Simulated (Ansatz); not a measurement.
The cluster B2O3, 5 atoms. Hardware: 4 threads of Arm Neoverse V2 on a shared host.

Correlated methods freeze 5 core orbitals.

How many basis functions does each of these Ansatz runs have, and roughly what does it cost? PBE0-D4/def2-SVP, charge 0 singlet, energy with a search over starts; PBE with 10 % exact exchange/def2-TZVP, charge 0 triplet, energy, from earlier orbitals; r2SCAN-D4/def2-TZVP, charge 0 unrestricted singlet, energy, from earlier orbitals; PBE0-D4/def2-SVP, charge 0 triplet, energy with a search over starts; HF/STO-3G, charge 0 singlet, energy; PBE0-D4/def2-TZVPD, charge -1 doublet at the geometry of the charge 0 singlet, energy, from earlier orbitals; PBE-D4/def2-TZVP, charge 0 quintet, energy, from earlier orbitals; MP2/def2-TZVP, charge 0 triplet, energy, from earlier orbitals; PBE with 5 % exact exchange/def2-TZVP, charge 0 triplet, energy, from earlier orbitals; PBE-QIDH/def2-TZVP, charge 0 triplet, energy, from earlier orbitals; PBE-D4/def2-SVP, charge 0 singlet, frequencies; PBE-D4/def2-SVP, charge 0 singlet, energy, from earlier orbitals.

Other jobs shared the machine, so times can vary by a factor of up to 3. A dash marks memory too small to be measured apart from the calling script's.

```
                                                                                                         run  functions  fitting or Cholesky vectors  wall time  peak host memory (GiB)
                                                                         HF/STO-3G, charge 0 singlet, energy         25                          350      0.1 s                       –
                                            PBE-D4/def2-SVP, charge 0 singlet, energy, from earlier orbitals         70                          737     0.35 s                       –
                                        PBE0-D4/def2-SVP, charge 0 singlet, energy with a search over starts         70                          737      0.5 s                       –
                                              MP2/def2-TZVP, charge 0 triplet, energy, from earlier orbitals        155                         1022      1.1 s                       –
                                           PBE-D4/def2-TZVP, charge 0 quintet, energy, from earlier orbitals        155                          791      1.4 s                       –
                                        PBE0-D4/def2-SVP, charge 0 triplet, energy with a search over starts         70                          669      1.4 s                       –
                      PBE with 5 % exact exchange/def2-TZVP, charge 0 triplet, energy, from earlier orbitals        155                          791      1.6 s                       –
                     PBE with 10 % exact exchange/def2-TZVP, charge 0 triplet, energy, from earlier orbitals        155                          791      1.6 s                       –
                           r2SCAN-D4/def2-TZVP, charge 0 unrestricted singlet, energy, from earlier orbitals        155                          791      2.4 s                       –
                                         PBE-QIDH/def2-TZVP, charge 0 triplet, energy, from earlier orbitals        155                         1022      2.8 s                       –
PBE0-D4/def2-TZVPD, charge -1 doublet at the geometry of the charge 0 singlet, energy, from earlier orbitals        194                         1278      5.5 s                       –
                                                              PBE-D4/def2-SVP, charge 0 singlet, frequencies         70                          737        7 s                       –
```
